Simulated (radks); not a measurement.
Valence configurations of Br (all share [Ar]). Calculated with a radial shooting solver on a logarithmic mesh with Libxc functionals: scalar-relativistic Kohn-Sham, PBE, spin-polarised, spherical densities, finite nucleus; open shells are filled with parallel spins first; Fermi nuclear charge, rms radius 4.1629 fm. Energies are relative to 3d10 4s2 4p5; eigenvalues in eV for spin up.

[
 {"valence": "3d10 4s2 4p5", "E (eV)": "0.000", "moment (Bohr magnetons)": "1", "e(3d)": "-66.743", "e(4p)": "-8.204", "e(4s)": "-20.493"},
 {"valence": "3d9 4s2 4p6", "E (eV)": "64.083", "moment (Bohr magnetons)": "1", "e(3d)": "-79.857", "e(4p)": "-9.225", "e(4s)": "-22.475"},
 {"valence": "3d10 4s1 4p6", "E (eV)": "12.300", "moment (Bohr magnetons)": "1", "e(3d)": "-68.370", "e(4p)": "-8.852", "e(4s)": "-21.428"},
 {"valence": "3d10 4s1.5 4p5.5", "E (eV)": "6.139", "moment (Bohr magnetons)": "1", "e(3d)": "-67.560", "e(4p)": "-8.529", "e(4s)": "-20.963"}
]

NIST lists [Ar] 3d10 4s2 4p5 as the ground configuration; this level of theory agrees among the configurations tried. The energies are those of spherical high-spin densities, not of single terms.
